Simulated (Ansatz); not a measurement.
Program: Ansatz 0.2.0.

A structure relaxed at PBE0-D4/def2-TZVP, charge 0, multiplicity 1:

```xyz
10

C    -1.240   -1.123   -0.309
O    -0.572   -0.085    0.373
B     0.629    0.399   -0.037
N     1.250    1.441    0.665
F     1.242   -0.113   -1.119
H    -1.509   -1.899    0.411
H    -0.620   -1.564   -1.093
H    -2.156   -0.732   -0.759
H     0.838    1.858    1.478
H     2.137    1.819    0.391
```

Task: Give its formula and SMILES.

Result: CH5BFNO, `COB(N)F`.

Task: Summarise the bond lengths by kind.

Result: 1 × C–O 1.410 Å; 3 × C–H 1.092 to 1.093 Å; 1 × B–O 1.358 Å; 1 × B–N 1.401 Å; 1 × B–F 1.346 Å; 2 × H–N 1.003 Å.
